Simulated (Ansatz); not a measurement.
Geometry optimisation, RKS B3LYP-D4/6-31G* (Ansatz).

Input:

```yaml
crystal:
  periodic: [false, false, false]
  atoms:
    - { symbol: Al, position_ang: [-0.128039, -0.10414, -0.103224] }
    - { symbol: H, position_ang: [-0.27847, -0.08464, 1.460642] }
    - { symbol: "N", position_ang: [1.475414, 0.025376, -0.858487] }
    - { symbol: H, position_ang: [1.655812, -0.10032, -1.848223] }
    - { symbol: H, position_ang: [2.278874, 0.443739, -0.403792] }
    - { symbol: "N", position_ang: [-1.599584, -0.371221, -1.066017] }
    - { symbol: H, position_ang: [-2.506558, -0.576429, -0.666228] }
    - { symbol: H, position_ang: [-1.662102, -0.328173, -2.075056] }
    - { symbol: Cl, position_ang: [0.677057, 2.83532, 1.485919] }
    - { symbol: H, position_ang: [0.247398, 1.640889, 1.912467] }
basis:
  gaussian: { orbitals: "6-31G*" }
hamiltonian:
  xc: b3lyp
  dispersion: d4
relax:
  f_tol: 0.03
  max_steps: 50
```

Command:

```bash
$ ansatz run input.yaml --threads 1 --pin off --max-ram 2048MiB --backend cpu --events-out ev --progress --plain --runs-dir out
```

Task: Where does it end, and by what steps?

Result: The forces met the threshold. The force dipped under the threshold on the way, but the program's further checks kept it going. After 23 steps the energy has fallen by 0.101 eV; Cl9 moved furthest, 1.33 Å.

```json
{"step": "0", "energy less start (eV)": "0.0000", "largest force component (eV/Å)": "0.873", "accepted": "yes"}
{"step": "1", "energy less start (eV)": "-0.0263", "largest force component (eV/Å)": "0.864", "accepted": "yes"}
{"step": "2", "energy less start (eV)": "-0.0508", "largest force component (eV/Å)": "0.373", "accepted": "yes"}
{"step": "3", "energy less start (eV)": "-0.0481", "largest force component (eV/Å)": "0.813", "accepted": "no"}
{"step": "4", "energy less start (eV)": "-0.0616", "largest force component (eV/Å)": "0.242", "accepted": "yes"}
{"step": "5", "energy less start (eV)": "-0.0689", "largest force component (eV/Å)": "0.091", "accepted": "yes"}
{"step": "6", "energy less start (eV)": "-0.0753", "largest force component (eV/Å)": "0.072", "accepted": "yes"}
{"step": "7", "energy less start (eV)": "-0.0716", "largest force component (eV/Å)": "0.449", "accepted": "no"}
{"step": "8", "energy less start (eV)": "-0.0783", "largest force component (eV/Å)": "0.047", "accepted": "yes"}
{"step": "9", "energy less start (eV)": "-0.0789", "largest force component (eV/Å)": "0.175", "accepted": "yes"}
{"step": "10", "energy less start (eV)": "-0.0805", "largest force component (eV/Å)": "0.227", "accepted": "yes"}
{"step": "11", "energy less start (eV)": "-0.0819", "largest force component (eV/Å)": "0.194", "accepted": "yes"}
{"step": "12", "energy less start (eV)": "-0.0847", "largest force component (eV/Å)": "0.157", "accepted": "yes"}
{"step": "13", "energy less start (eV)": "-0.0877", "largest force component (eV/Å)": "0.097", "accepted": "yes"}
{"step": "14", "energy less start (eV)": "-0.0901", "largest force component (eV/Å)": "0.180", "accepted": "yes"}
{"step": "15", "energy less start (eV)": "-0.0942", "largest force component (eV/Å)": "0.084", "accepted": "yes"}
{"step": "16", "energy less start (eV)": "-0.0975", "largest force component (eV/Å)": "0.032", "accepted": "yes"}
{"step": "17", "energy less start (eV)": "-0.0974", "largest force component (eV/Å)": "0.249", "accepted": "no"}
{"step": "18", "energy less start (eV)": "-0.0988", "largest force component (eV/Å)": "0.026", "accepted": "yes"}
{"step": "19", "energy less start (eV)": "-0.0998", "largest force component (eV/Å)": "0.090", "accepted": "yes"}
{"step": "20", "energy less start (eV)": "-0.0998", "largest force component (eV/Å)": "0.087", "accepted": "no"}
{"step": "21", "energy less start (eV)": "-0.1004", "largest force component (eV/Å)": "0.040", "accepted": "yes"}
{"step": "22", "energy less start (eV)": "-0.1006", "largest force component (eV/Å)": "0.002", "accepted": "yes"}
{"step": "23", "energy less start (eV)": "-0.1007", "largest force component (eV/Å)": "0.007", "accepted": "yes"}
```

```xyz
10
Properties=species:S:1:pos:R:3
Al -0.400 0.148 -0.309
H -0.794 0.849 1.067
N 1.282 0.302 -0.852
H 1.684 -0.084 -1.696
H 1.982 0.817 -0.331
N -1.650 -0.738 -1.209
H -2.607 -0.828 -0.894
H -1.524 -1.217 -2.091
Cl 1.644 2.357 2.265
H 0.542 1.774 1.888
```

Whether the end is a true minimum wasn't checked by a vibrational analysis.

Time of the run: 37 s on 1 thread of AMD EPYC 9R45 96-Core Processor (Zen 5) (shared host), peak memory 0.18 GiB.
